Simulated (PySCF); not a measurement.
C3H6GeO, SMILES O=C1[CH2][GeH2][CH2]1.

Geometry optimised at B3LYP-D3(BJ)/def2-SVP. This is a generated structure with no PubChem entry under its InChIKey; it may be hypothetical.

Two levels are set side by side: PBE/def2-TZVP (PySCF) and HF/def2-TZVP (PySCF). Same geometry, gas phase. Differences are taken from unrounded values.

```
quantity                       PBE
---------------------------  -----
orbital gap (eV)              3.89
highest occupied level (eV)  -5.67
lowest empty level (eV)      -1.79
dipole moment (D)             2.88
mean polarisability (bohr³)   69.4
```

Q: These are the PBE values. What does HF give? (The exact figures need the calculation; the answer reports its results.)

A: 
```json
[
 {"quantity": "orbital gap (eV)", "HF": "13.65", "PBE minus HF": "-9.76"},
 {"quantity": "highest occupied level (eV)", "HF": "-10.55", "PBE minus HF": "4.88"},
 {"quantity": "lowest empty level (eV)", "HF": "3.10", "PBE minus HF": "-4.88"},
 {"quantity": "dipole moment (D)", "HF": "3.70", "PBE minus HF": "-0.82"},
 {"quantity": "mean polarisability (bohr³)", "HF": "62.7", "PBE minus HF": "6.7"}
]
```

PBE's occupied levels lie high since its potential decays too fast outside the molecule; exact exchange lowers them and widens the gap. PBE's more diffuse valence density responds more strongly to a field. Differences between two approximate levels are no errors against the true value.

Rough cost on one machine, each run with all the roots and properties that it gave: HF against PBE about 1/3.
